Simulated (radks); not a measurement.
The numbers below are computed, except where a source is named.
Q: The mean radii <r> (bohr) of the occupied orbitals of an atom or ion are listed with their occupations. Code: a radial shooting solver on a logarithmic mesh with Libxc functionals. Model: Dirac Kohn-Sham, exchange-only PBE, spin-unpolarised, spherical densities, finite nucleus; Fermi nuclear charge, rms radius of each element as measured or else 0.836 A^(1/3) + 0.57 fm.

| orbital | occ. | <r> |
|---|---|---|
| 1s1/2 | 2 | 0.09633 |
| 2s1/2 | 2 | 0.4216 |
| 2p1/2 | 1 | 0.3671 |

Name the element and its charge. Open shells, if any, fill j = l - 1/2 first.

A: Z = 16, sulfur, charge +11: S11+ in [He] 2s2 2p1. The 1s radius gives Z: for a bare nucleus <r> = (2 gamma + 1)/(2Z) with gamma = sqrt(1 - (Z/c)^2), 0.09332 bohr for Z = 16, and screening makes it slightly larger (0.09633 here). The occupations add up to 5, and the charge is Z minus that.
